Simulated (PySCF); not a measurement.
[GaS2]- at several levels of theory

All levels use the PBE0 minimum (singlet; Ga–S 2.067 Å (×2); S–Ga–S 180.0°), basis [Ga def2-TZVPD, S def2-TZVPD], no relativity, density fitting, no spin–orbit coupling, PySCF. For vertical energies the ionised species is a doublet (spins chosen at PBE0 and kept). Open shells are unrestricted, also as the reference of the correlated levels. A dash marks a value that was not computed or is not defined at that level.

```xyz
3
charge -1 multiplicity 1, angstrom
Ga    0.0000    0.0000    0.0000
S     0.0000    0.0000    2.0669
S     0.0000    0.0000   -2.0669
```

```
  level  vertical detachment energy (eV)  −ε(HOMO) (eV)  gap (eV)
   PBE0                             3.86           2.07      4.88
     HF                             3.29           4.53      8.50
    MP2                             4.37              –         –
    PBE                             3.65           1.01      3.28
 r2SCAN                             3.77           1.24      3.86
  B3LYP                             3.83           1.84      4.43
  TPSSh                             3.73           1.48      4.10
 B2PLYP                             3.89              –         –
r2SCAN0                             3.93           2.24      5.27
```

Spin contamination in at least one species weakens the values at: HF, MP2.

The lowest empty level of this anion is unbound, so it and the gap depend on the basis.
